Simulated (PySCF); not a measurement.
C6H9ClO (charge +1 and doublet state).
Z-matrix (Å and degrees, GFN2-xTB geometry), rows numbered from 1:
```
C 
C   1  1.2937
C   2  1.4456  1  159.05
C   3  1.5126  2   63.78  1   175.19
O   4  1.3516  2  115.29  3   108.25
C   5  1.3987  4  119.94  2   133.63
C   6  1.5517  5  109.83  4    93.53
Cl  7  1.7698  6  109.57  5   177.78
H   1  1.0800  2  124.02  3  -171.47
H   1  1.0833  2  120.74  3     9.73
H   3  1.0830  2  118.29  4   107.21
H   3  1.0828  2  117.10  4  -108.23
H   4  1.0876  2  114.77  3  -110.86
H   6  1.0934  5  106.47  4  -148.67
H   6  1.0950  5  111.90  4   -28.25
H   7  1.0913  6  109.77  5   -63.39
H   7  1.0903  6  109.86  5    58.32
```

The hyperfine couplings belong to this conformer and change with its torsions.

Identity: `[CH2+][C]1C[C@H]1OCCCl` [radical] (charge +1).

Computed, not measured: UKS B3LYP, pcH-1 on C Cl H O, non-relativistic, mean-field spin-orbit, GIAO in PySCF 2.14.0. One conformer (not necessarily the lowest) at the GFN2-xTB geometry, without solvent, vibrations or thermal averaging. A GFN2-xTB geometry isn't a minimum of the functional, and hyperfine couplings can be far from their values at a DFT geometry, by a factor of two or more for some ions and for spin on atoms past the first row. The SCF solution wasn't tested for stability.

Question: Give the isotropic g value and a_iso(1H) at H11.

Answer: g_iso = 2.00914 and a = +80.00 MHz, or +2.845 mT (Mulliken spin population +0.03).

Question: For one electron spin and this one nucleus (I = 1/2, g_N = 5.5857), compare first-order, second-order and exact resonance fields at 9.372 GHz.

Answer: B0 = hν/(g μB) = 333.280 mT and a/B0 = 0.0085. B(1) = B0 − a·mI, B(2) = B(1) − a²[I(I+1) − mI²]/(2B0); the exact values solve the Breit–Rabi equation, nuclear Zeeman term included.

```json
{"mI": "−1/2", "first order (mT)": "334.703", "second order (mT)": "334.697", "exact (mT)": "334.697", "exact − first order": "-0.006"}
{"mI": "+1/2", "first order (mT)": "331.858", "second order (mT)": "331.852", "exact (mT)": "331.852", "exact − first order": "-0.006"}
```

Question: What g and a would be read from the two outer exact lines by first-order rules?

Answer: Their midpoint, 333.274 mT, gives an apparent g of 2.00918 (true 2.00914), and their distance over 2I an apparent |a| of 2.845 mT (true 2.845).

Question: Give the zero-field levels of this pair of spins.

Answer: F = I ± 1/2 = 1 and 0, at a·I/2 = +20.0 MHz and −a(I+1)/2 = -60.0 MHz, that is |a|(I + 1/2) = 80.0 MHz apart; F = 0 lies lower.

Other couplings of abundant isotopes, left aside here: 1 × 1H 93 MHz, 1 × 1H 47 MHz, 1 × 1H 25 MHz, 1 × 1H 17 MHz, 1 × 1H 6 MHz, 1 × 1H 6 MHz, 1 × 1H 4 MHz, and 1 smaller.

H9 and H10 aren't averaged: C1 is flat or nearly so (angle sum 360°), and its turn about the short C1–C2 bond (1.29 Å) is taken as slow.
